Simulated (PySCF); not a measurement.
Harmonic spectrum computed at PBE0 in the def2-TZVP basis family (core potentials from Rb on, PySCF, no spin–orbit coupling):

```csv
ω (cm⁻¹),IR (km/mol)
641,21.1
784,51.1
1704,369
```

**Question.** Which molecule gave it? In each, all ligands are bound to the one heavy central atom.
A. HBiO (singlet)
B. HTlO (singlet)
C. HSbO (singlet)
D. HAuO (triplet)

**Answer.** A. It has Cs symmetry with Bi–H 1.829 Å, Bi–O 1.901 Å.
